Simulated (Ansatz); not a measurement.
Consider the isomerisation: `O[SiH2][SiH](O)O` → `O[SiH2]O[SiH2]O`.

Isolated molecules relaxed with PBE0-D4/def2-TZVP in Ansatz; ΔE leaves out vibrations. CCSD(T)/CBS adds triple-zeta CCSD(T) − MP2 to the extrapolated MP2 energy (def2 sets, frozen cores). DFT in def2-TZVPP. One conformer a species, not always the lowest.

```json
{"level": "CAM-B3LYP-D4", "ΔE (kJ/mol)": "-151.1"}
{"level": "ωB97X-V", "ΔE (kJ/mol)": "-142.2"}
```

Problem. What does CCSD(T)/CBS give? (Best estimate.)

Solution. The calculation gave: -147.5 kJ/mol. The listed levels differ from it by -3.6, 5.3 kJ/mol.

Largest T1 diagnostic among the species: 0.012.

In def2-TZVPP, CCSD(T) changes the Hartree–Fock value by +26.0 kJ/mol (the triples alone add +3.7 kJ/mol) and MP2 by +19.1 kJ/mol. Leaving LDA and LC-ωPBE aside and taking each functional with its dispersion term where it has one, the values, not all of them listed here, spread over 40.9 kJ/mol, from BHLYP-D4 to PBE-D4. LDA lies −3.5 kJ/mol from PBE without D4. From BLYP to BHLYP (50 % exact exchange), in def2-TZVPP and without D4, ΔE moves by −22.7 kJ/mol.

CCSD(T)/CBS has its own doubt, a few kJ/mol and more with outer-core shells, so smaller differences from it don't rank the levels.
